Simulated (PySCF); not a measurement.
Cartesian coordinates in Å; atom numbers follow the order of the lines, from 1:
```xyz
20

Si   -1.619    0.058   -0.670
Cl   -3.521    0.018   -1.427
N    -0.435    0.044   -1.953
Si    1.196   -0.004   -1.354
Cl    2.559   -0.041   -2.881
N     1.379   -1.383   -0.308
Si    0.242   -1.424    1.013
Cl    0.494   -3.105    2.157
N    -1.368   -1.348    0.351
N     0.539    0.023    1.933
Si    0.303    1.472    0.993
Cl    0.548    3.141    2.154
N    -1.306    1.465    0.300
N     1.392    1.409   -0.357
H    -0.652   -0.555   -2.747
H     2.343   -1.555   -0.021
H    -1.723   -2.231   -0.016
H     0.164    0.056    2.879
H    -2.069    1.692    0.936
H     1.396    2.283   -0.883
```

Geometry: PBE0-D3(BJ)/def2-SVP; GIAO absolute shieldings from PySCF 2.14, gas phase, non-relativistic, averaged over equivalent atoms.

At wB97X-D/pcSseg-1 (324 basis functions):
```
                  atoms  σ (ppm)
       Si1/Si4/Si7/Si11    367.7
       Cl2/Cl5/Cl8/Cl12    889.7
   N3/N6/N9/N10/N13/N14    185.7
H15/H16/H17/H18/H19/H20    30.08
```

What do these become at PBE0/pcSseg-1?

Answers


```json
{"atoms": "Si1/Si4/Si7/Si11", "σ at PBE0/pcSseg-1": "370.2", "change": "+2.5"}
{"atoms": "Cl2/Cl5/Cl8/Cl12", "σ at PBE0/pcSseg-1": "883.1", "change": "-6.6"}
{"atoms": "N3/N6/N9/N10/N13/N14", "σ at PBE0/pcSseg-1": "182.2", "change": "-3.5"}
{"atoms": "H15/H16/H17/H18/H19/H20", "σ at PBE0/pcSseg-1": "29.90", "change": "-0.18"}
```

The largest change is at Cl2/Cl5/Cl8/Cl12 (chlorine bonded to Si). Cost: 324 basis functions.
